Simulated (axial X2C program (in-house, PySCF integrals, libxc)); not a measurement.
# Spin–orbit effects down a group: molecules with Mg, PBE0

Calculated with an in-house all-electron X2C program for linear molecules (integrals from PySCF), spin-free (one-electron X2C) or two-component (2c: spin–orbit coupling with atomic mean-field Coulomb and Gaunt terms, which also bring small scalar terms), in Dyall basis sets with cores contracted in-house; open shells are unrestricted.

Basis sets: Al dyall-v3z, B dyall-v3z, In dyall-cv3z, Mg dyall-cv3z.

```
molecule   spin-free state  Re (Å)  ωe (cm⁻¹)  De (eV)  2c state  Re 2c (Å)  ωe 2c (cm⁻¹)  De 2c (eV)
     MgB  M_S = 1/2, Λ = 1   2.369      369.6     0.62   Ω = 1/2      2.369         369.6        0.63
    MgAl  M_S = 1/2, Λ = 1   2.885      205.0     0.43   Ω = 1/2      2.886         204.8        0.43
    MgIn  M_S = 1/2, Λ = 1   3.006      153.0     0.39   Ω = 1/2      3.032         143.0         n/a
```

Task: Work out the shifts from the spin-free to the two-component result.

Result: 

```csv
molecule,2c state,ΔRe (Å),Δωe (cm⁻¹),ΔDe (eV)
MgB,Ω = 1/2,0.000,0.0,0.01
MgAl,Ω = 1/2,0.001,-0.2,0.00
MgIn,Ω = 1/2,0.026,-10.0,n/a
```

Shifts of one unit in the last digit are rounding.

Each entry is the lowest single determinant of a limited PBE0 search at one distance. De goes to single-determinant-based atoms at the same level (for ions the charge split of lowest energy) and is withheld (n/a) where an atom does not fit its ground term or J level. Main or longest-lived isotopes. One determinant is a doubtful description, or other states lie close, for MgB, MgAl, MgIn; these need not be ground states, and all values refer to the states named. Some light 2c atoms are not at their ground J level, so De misses part of their lowering (0.04 eV or less). The functionals have no current term, which raises determinants with orbital currents. Where the atoms have a lower orbital projection than the molecule, De at mean-field level may be about a tenth of an eV too small.
